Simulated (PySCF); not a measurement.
Isomers of C5H8N2OSi.

All values: PBE0/pcSseg-1 (PySCF) at GFN2-xTB geometries, gas phase, one conformer each.

**Question.** Rank by HOMO energy, highest first.
A. `[CH3:1]/[C:2]([C:3]#[N:4])=[N:5]/[SiH2:6][CH2:7][CH:8]=[O:9]` with C2–N5–Si6–C7 123°, N5–Si6–C7–C8 171°, Si6–C7–C8–O9 -90°
B. `[NH2:1][c:2]1[cH:3][cH:4][cH:5][n:6][c:7]1[O:8][SiH3:9]` with N6–C7–O8–Si9 1°
C. `[N:1]#[C:2][Si@@H:3]([CH:4]=[O:5])/[CH:6]=[CH:7]\[CH2:8][NH2:9]` with C2–Si3–C4–O5 150°, C2–Si3–C6–C7 -84°, C6–C7–C8–N9 26°, C7–C8–N9–H 78° and -161°
D. `[CH2:1]=[N:2][SiH2:3][O:4]/[C:5]([C:6]#[N:7])=[CH:8]/[CH3:9]` with C1–N2–Si3–O4 -127°, N2–Si3–O4–C5 55°, Si3–O4–C5–C6 4°
E. `[CH2:1]=[CH:2][C@@H:3]([N:4]=[CH2:5])[O:6][SiH2:7][C:8]#[N:9]` with C1–C2–C3–N4 115°, C2–C3–N4–C5 -106°, C2–C3–O6–Si7 -102°, C3–O6–Si7–C8 -64°

**Answer.** B (-5.97 eV), C (-6.87 eV), D (-7.08 eV), A (-7.44 eV), E (-7.96 eV).

**Question.** Rank by the lowest Hirshfeld charge on any atom, highest value first.
A. `[CH2:1]=[N:2][SiH2:3][O:4]/[C:5]([C:6]#[N:7])=[CH:8]/[CH3:9]` with C1–N2–Si3–O4 -127°, N2–Si3–O4–C5 55°, Si3–O4–C5–C6 4°
B. `[CH2:1]=[CH:2][N:3]([SiH2:4][C:5]#[N:6])[C:7]([CH3:8])=[O:9]` with C1–C2–N3–Si4 30°, C2–N3–Si4–C5 -112°, C2–N3–C7–C8 2°
C. `[NH2:1][c:2]1[cH:3][cH:4][cH:5][n:6][c:7]1[O:8][SiH3:9]` with N6–C7–O8–Si9 1°
D. `[CH2:1]=[CH:2][C@@H:3]([N:4]=[CH2:5])[O:6][SiH2:7][C:8]#[N:9]` with C1–C2–C3–N4 115°, C2–C3–N4–C5 -106°, C2–C3–O6–Si7 -102°, C3–O6–Si7–C8 -64°
E. `[N:1]#[C:2][C@H:3]1[CH2:4][Si@H:5]([C:6]([NH2:7])=[O:8])[CH2:9]1` with C4–Si5–C6–N7 136°, Si5–C6–N7–H 180° and 0°, C2–C3–C4–Si5 106°, C3–C4–Si5–C6 122°, C4–Si5–C9–C3 -9°, C2–C3–C9–Si5 -105°

**Answer.** C (-0.196 e), D (-0.217 e), B (-0.230 e), A (-0.240 e), E (-0.288 e).

**Question.** Rank by LUMO energy, lowest first.
A. `[CH3:1]/[C:2]([C:3]#[N:4])=[N:5]/[SiH2:6][CH2:7][CH:8]=[O:9]` with C2–N5–Si6–C7 123°, N5–Si6–C7–C8 171°, Si6–C7–C8–O9 -90°
B. `[N:1]#[C:2][C@H:3]1[CH2:4][Si@H:5]([C:6]([NH2:7])=[O:8])[CH2:9]1` with C4–Si5–C6–N7 136°, Si5–C6–N7–H 180° and 0°, C2–C3–C4–Si5 106°, C3–C4–Si5–C6 122°, C4–Si5–C9–C3 -9°, C2–C3–C9–Si5 -105°
C. `[CH2:1]=[CH:2][C@@H:3]([N:4]=[CH2:5])[O:6][SiH2:7][C:8]#[N:9]` with C1–C2–C3–N4 115°, C2–C3–N4–C5 -106°, C2–C3–O6–Si7 -102°, C3–O6–Si7–C8 -64°
D. `[CH2:1]=[CH:2][N:3]([SiH2:4][C:5]#[N:6])[C:7]([CH3:8])=[O:9]` with C1–C2–N3–Si4 30°, C2–N3–Si4–C5 -112°, C2–N3–C7–C8 2°
E. `[NH2:1][c:2]1[cH:3][cH:4][cH:5][n:6][c:7]1[O:8][SiH3:9]` with N6–C7–O8–Si9 1°

**Answer.** A (-2.43 eV), C (-1.40 eV), B (-1.03 eV), D (-0.87 eV), E (-0.43 eV).

All values together:

| SMILES | μ (D) | HOMO (eV) | LUMO (eV) | lowest IAO charge (e) | highest IAO charge (e) | lowest Hirshfeld charge (e) | highest Hirshfeld charge (e) |
| --- | --- | --- | --- | --- | --- | --- | --- |
| C/C(C#N)=N/[SiH2]CC=O | 3.26 | -7.44 | -2.43 | -0.592 (C) | +0.907 (Si) | -0.235 (O) | +0.387 (Si) |
| C=CN([SiH2]C#N)C(C)=O | 5.84 | -7.39 | -0.87 | -0.480 (O) | +0.896 (Si) | -0.230 (O) | +0.404 (Si) |
| C=C[C@@H](N=C)O[SiH2]C#N | 3.91 | -7.96 | -1.40 | -0.629 (O) | +0.991 (Si) | -0.217 (O) | +0.424 (Si) |
| N#C[C@H]1C[Si@H](C(N)=O)C1 | 4.46 | -7.37 | -1.03 | -0.532 (C) | +0.827 (Si) | -0.288 (O) | +0.369 (Si) |
| Nc1cccnc1O[SiH3] | 2.27 | -5.97 | -0.43 | -0.595 (O) | +0.856 (Si) | -0.196 (N/O) | +0.368 (Si) |
| N#C[Si@@H](C=O)/C=C\CN | 3.59 | -6.87 | -1.29 | -0.517 (N) | +0.850 (Si) | -0.218 (N) | +0.356 (Si) |
| C=N[SiH2]O/C(C#N)=C/C | 1.03 | -7.08 | -1.29 | -0.582 (O) | +1.105 (Si) | -0.240 (N) | +0.422 (Si) |

Conformers: `[CH3:1]/[C:2]([C:3]#[N:4])=[N:5]/[SiH2:6][CH2:7][CH:8]=[O:9]` with C2–N5–Si6–C7 123°, N5–Si6–C7–C8 171°, Si6–C7–C8–O9 -90°; `[CH2:1]=[CH:2][N:3]([SiH2:4][C:5]#[N:6])[C:7]([CH3:8])=[O:9]` with C1–C2–N3–Si4 30°, C2–N3–Si4–C5 -112°, C2–N3–C7–C8 2°; `[CH2:1]=[CH:2][C@@H:3]([N:4]=[CH2:5])[O:6][SiH2:7][C:8]#[N:9]` with C1–C2–C3–N4 115°, C2–C3–N4–C5 -106°, C2–C3–O6–Si7 -102°, C3–O6–Si7–C8 -64°; `[N:1]#[C:2][C@H:3]1[CH2:4][Si@H:5]([C:6]([NH2:7])=[O:8])[CH2:9]1` with C4–Si5–C6–N7 136°, Si5–C6–N7–H 180° and 0°, C2–C3–C4–Si5 106°, C3–C4–Si5–C6 122°, C4–Si5–C9–C3 -9°, C2–C3–C9–Si5 -105°; `[NH2:1][c:2]1[cH:3][cH:4][cH:5][n:6][c:7]1[O:8][SiH3:9]` with N6–C7–O8–Si9 1°; `[N:1]#[C:2][Si@@H:3]([CH:4]=[O:5])/[CH:6]=[CH:7]\[CH2:8][NH2:9]` with C2–Si3–C4–O5 150°, C2–Si3–C6–C7 -84°, C6–C7–C8–N9 26°, C7–C8–N9–H 78° and -161°; `[CH2:1]=[N:2][SiH2:3][O:4]/[C:5]([C:6]#[N:7])=[CH:8]/[CH3:9]` with C1–N2–Si3–O4 -127°, N2–Si3–O4–C5 55°, Si3–O4–C5–C6 4°.
